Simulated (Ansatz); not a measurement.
Species: NbO2F, charge 0, multiplicity 1. SMILES: [O]=[Nb](=[O])[F]
Structure (B3LYP-D3(BJ)/def2-TZVP (Ansatz, a quantum-chemistry and plane-wave program) minimum search):
```xyz
4

Nb     0.0470    -0.0671    -0.1842
O     -1.3757    -0.9681     0.1561
O     -0.4337     1.5478    -0.5197
F      1.3944    -0.2099     1.1623
```
Charge 0, spin multiplicity 1.

Wanted: vertical triplet-singlet gap, E(triplet) - E(singlet), in eV. Conventions: six Cartesian d functions in 6-31G* and its kin unless marked 5d; open shells spin-unrestricted; no dispersion term unless named; each state is the SCF solution reached for its charge and spin; valence correlation only (noble-gas shells and the d and f shells of earlier blocks); def2 sets with scalar-relativistic core potentials past Kr; STO-3G and 3-21G all-electron and non-relativistic; LANL2DZ with its own core potentials from Na on; no spin-orbit coupling. Ab initio and DFT rows: single points at B3LYP-D3(BJ) geometries (Ansatz). A UHF reference is markedly spin-contaminated in at least one set, which strains HF and MP2. Levels can end on unlike triplets.

```tsv
level	program	vertical triplet-singlet gap, E(triplet) - E(singlet) (eV)
HF/6-31G* with LANL2DZ past Ar	Ansatz	0.98
PBE/6-31G* with LANL2DZ past Ar	Ansatz	2.56
B3LYP/STO-3G	Ansatz	1.73
B3LYP/3-21G	Ansatz	2.35
B3LYP/6-31G* with LANL2DZ past Ar	Ansatz	2.42
MP2/6-31G* with LANL2DZ past Ar	Ansatz	4.58
PBE/def2-TZVPD	Ansatz	2.56
PBE0/def2-TZVPD	Ansatz	2.45
wB97X-V/def2-TZVPD	Ansatz	2.63
```

No value to compare with is used here. The 6 habitual levels span 0.98 (HF/6-31G* with LANL2DZ past Ar) to 4.58 eV (MP2/6-31G* with LANL2DZ past Ar); wB97X-V/def2-TZVPD gives 2.63.

The levels are drawn from those run, B3LYP/6-31G* more often than the rest, none by its result; left out are runs that failed, that the program found above a lower state of the same kind, or whose <S^2> lies over 0.5 above the pure value.
